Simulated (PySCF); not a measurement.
PySCF run on GaS

File input.py (PySCF 2.14):

```python
from pyscf import gto, scf

mol = gto.M(
    atom='Ga 0 0 0; S 0 0 2.3',
    basis='6-31g*',
    charge=0,
    spin=3,
    verbose=3,
)
mf = scf.UHF(mol)
mf = mf.density_fit(auxbasis='def2-universal-jkfit')
mf.kernel()
mf.stability(internal=True, external=True)
mf.dip_moment()
print('orbital energies (hartree):', [e[max(0, n-3):n+3].round(4) for e, n in zip(mf.mo_energy, mol.nelec)])
```

```bash
$ python input.py
```

Output (some set-up lines and the per-cycle HOMO/LUMO lines with their warnings removed):

```
converged SCF energy = -2320.41961102055  <S^2> = 3.7735368  2S+1 = 4.0117512
<class 'pyscf.df.df_jk.DFUHF'> wavefunction is stable in the internal stability analysis
<class 'pyscf.df.df_jk.DFUHF'> wavefunction is stable in the real -> complex stability analysis
<class 'pyscf.df.df_jk.DFUHF'> wavefunction has an UHF/UKS -> GHF/GKS instability
Dipole moment(X, Y, Z, Debye):  0.00000,  0.00000, -1.54616
orbital energies (hartree): [array([-0.4054, -0.4018, -0.2384,  0.0149,  0.083 ,  0.15  ]), array([-0.8278, -0.4363, -0.3743, -0.0304, -0.0067,  0.0567])]
```

In short: E(SCF) = -2320.419611 Eh, ⟨S²⟩ = 3.774, μz(SCF) = -1.55 D, internal stable; real -> complex stable; UHF/UKS -> GHF/GKS unstable.

Wall time 5.8 s on one thread of a shared host.

The stability test finds a lower solution, so these numbers belong to a saddle point. The bond length is a typed value, not an optimised one. No search for the lowest solution was made.
